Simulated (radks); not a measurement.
Results of a calculation; reference values are marked as such.
Charge is removed step by step from the 5p3/2 level of neutral iridium, starting from [Kr] 4d10 4f14 5s2 5p(1/2: 2, 3/2: 4) 5d7 6s2. Code: a radial shooting solver on a logarithmic mesh with Libxc functionals. Model: Dirac Kohn-Sham, PBE, spin-unpolarised, spherical densities, point nucleus; open shells fill j = l - 1/2 first.

removed (e),E - E(0) (eV),eigenvalue (eV),E minus straight line (eV)
0,0.000,-50.747,0.000
0.25,13.058,-53.740,-1.182
0.5,26.882,-56.876,-1.598
0.75,41.506,-60.137,-1.214
1,56.960,-63.512,0.000

Removing the whole electron costs 56.960 eV by Delta-SCF, against 50.747 eV from minus the eigenvalue at the starting occupation. Slater's transition state (half an electron removed) gives 56.876 eV. Integrating minus the eigenvalue over the occupation (Janak's theorem) gives 56.960 eV. The mean slope of the eigenvalue, de/dn, is 12.8 eV per electron.
